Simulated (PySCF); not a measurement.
A PySCF script (with the pyscf-properties extension) for the NMR shieldings of `C#CC[C](=C)[AlH][NH]C`, C₆H₁₀AlN, on a GFN2-xTB geometry:

```python
import basis_set_exchange as bse
import numpy as np
from pyscf import gto, dft
from pyscf.prop import nmr

atoms = """
C    -1.830528    1.863881   -1.373182
C    -1.945678    1.032789   -0.518242
C    -2.054027   -0.014221    0.476787
C    -1.097210   -1.130383    0.120807
C    -1.495390   -2.398290    0.051117
Al    0.790697   -0.841956   -0.434328
N     1.630235    0.732918   -0.411324
C     3.048163    1.082253   -0.445995
H    -1.758182    2.608809   -2.108360
H    -3.089346   -0.370390    0.527471
H    -1.781315    0.402419    1.452705
H    -0.780676   -3.168530   -0.219909
H    -2.503031   -2.738357    0.258143
H     1.519378   -2.125201   -0.882117
H     1.066046    1.580521   -0.406104
H     3.341844    1.648562    0.444350
H     3.633597    0.163390   -0.478073
H     3.296663    1.678103   -1.330163
"""
names = dict.fromkeys(["C", "Al", "N", "H"], "pcSseg-1")
basis = {el: gto.basis.parse(bse.get_basis(n, elements=[el], fmt="nwchem")) for el, n in names.items()}
mol = gto.M(atom=atoms, basis=basis, charge=0, verbose=0)
mf = dft.RKS(mol, xc="PBE0")
mf.grids.level = 2
mf.grids.alignment = dft.numint.BLKSIZE   # the property module wants whole blocks of grid points
mf.conv_tol = 1e-9
mf.kernel()

calc = nmr.RKS(mf)   # GIAO
C = mf.mo_coeff
Co = C[:, mf.mo_occ > 0]
resp = mf.gen_response(singlet=True, hermi=2)
def vind(x):   # induced exchange potential for any number of trial vectors
    d = np.einsum("pi,xij,qj->xpq", C, 2 * x.reshape(-1, C.shape[1], Co.shape[1]), Co, optimize=True)
    return np.einsum("xpq,pi,qj->xij", resp(d - d.transpose(0, 2, 1)), C, Co, optimize=True).ravel()
mo1, _ = nmr.rhf.solve_mo1(calc, with_cphf=vind)
sigma = calc.kernel(mo1)
for i, s in enumerate(sigma):   # ppm
    print("%2d %-2s %9.2f" % (i, mol.atom_pure_symbol(i), np.trace(s) / 3))
```

**Question.** Give the expected output.

**Answer.** 
```
 0 C     110.83
 1 C      95.42
 2 C     155.56
 3 C      20.55
 4 C      45.85
 5 Al    366.23
 6 N     198.19
 7 C     151.82
 8 H      30.20
 9 H      28.75
10 H      28.46
11 H      25.68
12 H      25.32
13 H      27.19
14 H      29.41
15 H      28.55
16 H      28.58
17 H      28.57
```

These numbers come from an equivalent density-fitted implementation of the same equations, which agrees with the script to about 0.01 ppm for H and up to a few tenths of a ppm for heavy atoms, so last digits may differ.

Size and cost of the density-fitted run: 193 basis functions, 73 s wall time on 1 thread of an Arm Neoverse N1, shared host; peak memory 0.85 GiB.
